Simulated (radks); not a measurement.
Results of a calculation; reference values are marked as such.
Se4+, 30 electrons, occupied as [Ar] 3d10 4s2.

Code: a radial shooting solver on a logarithmic mesh with Libxc functionals. Model: scalar-relativistic Kohn-Sham, LB94 model potential, spin-polarised, spherical densities, finite nucleus; Fermi nuclear charge, rms radius 4.14 fm.

Energy parts (hartree):
part                   energy
kinetic            2486.24984
electron-nucleus  -5805.65677
Hartree             979.92942
(The LB94 potential has no energy functional, so no total or exchange-correlation energy is given.)

Orbitals (lengths in bohr, moments of r in powers of bohr):
orbital  occ.  eigenvalue (hartree)     <r^2>
1s          2             -465.0638  0.002604
2s          2             -62.05096   0.04495
2p          6             -54.98044   0.03552
3s          2             -10.14629    0.3806
3p          6              -7.93489    0.4072
3d         10              -4.27171    0.4767
4s          2              -2.59370     2.729
4p          0              -2.07300     3.459
4d          0              -1.34542     5.937
4f          0              -0.83054     11.77
5s          0              -1.19298     11.42

The highest occupied level is 4s at -70.578 eV. The electron density at the nucleus is 4.03e+04 e/bohr^3 (large components only). Summed over all electrons, <r^2> = 13.74 bohr^2, which gives a Langevin (diamagnetic) susceptibility term of -10.9 x 10^-6 cm^3/mol. The density falls to 0.001 e/bohr^3 at r = 2.89 bohr.
